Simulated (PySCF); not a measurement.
C3H5NSi2, SMILES [SiH2]1C(C#C)=N[SiH2]1.

Geometry optimised at ωB97X-D3(BJ)/def2-SVP. The structure was generated by enumeration, and PubChem lists no compound with its InChIKey, so it may never have been made.

Two levels are set side by side: TDDFT-PBE/def2-SVPD (PySCF) and TDDFT-CAM-B3LYP/def2-SVPD (PySCF). Vertical, same geometry. The lowest singlet is HOMO→LUMO 99 % with PBE and HOMO→LUMO 96 % with the other functional; states are paired by order. Differences are taken from unrounded values.

```csv
quantity,TDDFT-PBE
lowest singlet excitation (eV),3.05
lowest triplet excitation (TDA) (eV),2.47
first bright state (f over 0.05) (eV),4.98
its oscillator strength,0.08
```

Problem. These are the TDDFT-PBE values. What does TDDFT-CAM-B3LYP give? (The exact figures need the calculation; the answer reports its results.)

Solution. 
```json
[
 {"quantity": "lowest singlet excitation (eV)", "TDDFT-CAM-B3LYP": "3.45", "TDDFT-PBE minus TDDFT-CAM-B3LYP": "-0.40"},
 {"quantity": "lowest triplet excitation (TDA) (eV)", "TDDFT-CAM-B3LYP": "2.80", "TDDFT-PBE minus TDDFT-CAM-B3LYP": "-0.33"},
 {"quantity": "first bright state (f over 0.05) (eV)", "TDDFT-CAM-B3LYP": "5.45", "TDDFT-PBE minus TDDFT-CAM-B3LYP": "-0.47"},
 {"quantity": "its oscillator strength", "TDDFT-CAM-B3LYP": "0.10", "TDDFT-PBE minus TDDFT-CAM-B3LYP": "-0.02"}
]
```

A lower first singlet is the usual sign of a functional without exact exchange. Differences between two approximate levels are no errors against the true value.

Rough cost on one machine, each run with all the roots and properties that it gave: TDDFT-CAM-B3LYP against TDDFT-PBE about 8 times.
